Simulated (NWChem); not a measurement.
System: C₄H₅, doublet; SMILES [CH]=CC=C

NWChem input:

```
start job
memory heap 200 mb stack 900 mb global 1100 mb
geometry units angstroms noautosym nocenter noautoz
  C     -0.059780     1.930971     0.000000
  C      0.416429     0.698124     0.000000
  C     -0.398450    -0.523360     0.000000
  C      0.116089    -1.760988     0.000000
  H     -1.031522     2.409813     0.000000
  H      1.499344     0.546655     0.000000
  H     -1.478711    -0.386132     0.000000
  H      1.190273    -1.932159     0.000000
  H     -0.519069    -2.641697     0.000000
end
basis spherical
  * library pcj-1
end
dft
  odft
  mult 2
  xc xpbe96 cpbe96
  iterations 150
end
property
  hyperfine
end
task dft property
```

In the optimisation the excess spin sits in a' (Cs, its own frame). The geometry was optimised at B3LYP/6-31G* (spherical d), spin-unrestricted. No stability test was run on the SCF state.

Fermi-contact couplings, non-relativistic, static geometry.

Atoms are numbered as in the input.

Q: Give the results of this calculation. (PBE/pcJ-1, spin-unrestricted, contact and dipolar terms.) Quantities: A(iso) 13C atom 1 (MHz); A(iso) 13C atom 2 (MHz); A(iso) 13C atom 3 (MHz); A(iso) 1H atom 5 (MHz); A(iso) 1H atom 6 (MHz); A(iso) 1H atom 9 (MHz); <S²>.

A: 
| Item | Value |
|---|---|
| A(iso) 13C atom 1 (MHz) | 330 |
| A(iso) 13C atom 2 (MHz) | -6.3 |
| A(iso) 13C atom 3 (MHz) | 87.3 |
| A(iso) 1H atom 5 (MHz) | 39.6 |
| A(iso) 1H atom 6 (MHz) | 101 |
| A(iso) 1H atom 9 (MHz) | 9.6 |
| <S²> | 0.763 |
